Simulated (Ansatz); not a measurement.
Consider the redistribution: `C[SiH2][SiH2]O` + `O[Si@@H](F)[C@@H]1CO1` → `C[SiH2][SiH](O)O` + `F[SiH2]C1CO1`.

Program: Ansatz. Geometries: PBE0-D4/def2-TZVP. ΔE: electronic, gas phase. CCSD(T)/CBS is the MP2 limit (def2-TZVPP, def2-QZVPP) plus CCSD(T) − MP2 in def2-TZVPP, frozen cores. DFT in def2-TZVPP. B3LYP here is the variant with VWN-RPA as its local correlation; programs differ in this. One conformer a species, not always the lowest.

| level | ΔE (kcal/mol) | difference from CCSD(T)/CBS |
| --- | --- | --- |
| PBE-D4 | 3.7 | 0.4 |
| r2SCAN-D4 | 4.2 | 0.9 |
| PBE0-D4 | 3.8 | 0.5 |
| B3LYP-D4 | 3.3 | 0.0 |
| ωB97X-V | 3.4 | 0.1 |
| ωB97M-V | 3.6 | 0.3 |
| B2PLYP | 3.2 | -0.1 |
| PBE | 3.5 | 0.2 |
| r2SCAN | 4.2 | 0.9 |
| PBE0 | 3.6 | 0.3 |
| B3LYP | 3.0 | -0.3 |
| HF/def2-TZVPP | 2.7 | -0.6 |
| MP2/def2-TZVPP | 3.4 | 0.1 |
| SCS-MP2/def2-TZVPP | 3.1 | -0.2 |
| CCSD/def2-TZVPP | 3.5 | 0.2 |
| CCSD(T)/def2-TZVPP | 3.6 | 0.3 |
| HF/def2-QZVPP | 2.6 | -0.7 |
| MP2/def2-QZVPP | 3.1 | -0.2 |
| SCS-MP2/def2-QZVPP | 2.9 | -0.4 |
| HF/CBS(def2) | 2.6 | -0.7 |
| MP2/CBS(def2) | 3.0 | -0.3 |
| CCSD/CBS(def2) | 3.1 | -0.2 |
| CCSD(T)/CBS | 3.3 | 0 |

Largest T1 diagnostic among the species: 0.012.
